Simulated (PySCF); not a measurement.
Potential energy of ZnS⁺ along the bond

Set-up: Zn 6-31G(d,p), S 6-31G(d,p); no relativity (PySCF 2.14). Energies in eV from Zn⁺ + S in their ground configurations at the same level. State: ²Π (doublet), unpaired electrons π ↑.

All columns are PBEsol. A positive dipole points towards S; it is taken about the centre of mass and depends on that origin.

| R (Å) | E (eV) | μ (D) | Mulliken charge on Zn (basis-dependent) | HOMO (eV) | LUMO (eV) | Mayer bond order | ⟨S²⟩ |
| --- | --- | --- | --- | --- | --- | --- | --- |
| 1.839 | -1.976 | -3.25 | 0.76 | -12.59 | -12.44 | 1.66 | 0.75 |
| 1.924 | -2.417 | -3.39 | 0.79 | -12.40 | -12.24 | 1.56 | 0.75 |
| 2.010 | -2.638 | -3.52 | 0.82 | -12.22 | -12.05 | 1.47 | 0.75 |
| 2.074 | -2.702 | -3.60 | 0.84 | -12.10 | -11.92 | 1.42 | 0.75 |
| 2.138 | -2.702 | -3.67 | 0.86 | -11.98 | -11.79 | 1.37 | 0.76 |
| 2.202 | -2.655 | -3.73 | 0.87 | -11.87 | -11.68 | 1.32 | 0.76 |
| 2.288 | -2.540 | -3.79 | 0.89 | -11.73 | -11.53 | 1.27 | 0.76 |
| 2.395 | -2.345 | -3.84 | 0.90 | -11.58 | -11.38 | 1.22 | 0.76 |
| 2.523 | -2.072 | -3.85 | 0.91 | -11.42 | -11.26 | 1.16 | 0.77 |

A fit through these points gives, at Re = 2.105 Å, μ = -3.64 D and dμ/dR = -1.10 D/Å; the reduced mass is 21.31 u.

Q: How strong is the fundamental in the double-harmonic approximation, I = 42.26·(dμ/dR)²/μred km/mol?

A: I = 42.26·(-1.10)²/21.31 = 2.40 km/mol at PBEsol.

For an ion De counts to the pair picked by the measured ionisation energies or electron affinities, which need not be the lowest pair at this level. The state is the lowest determinant that a PBE0 search found; another state may lie lower at other levels.
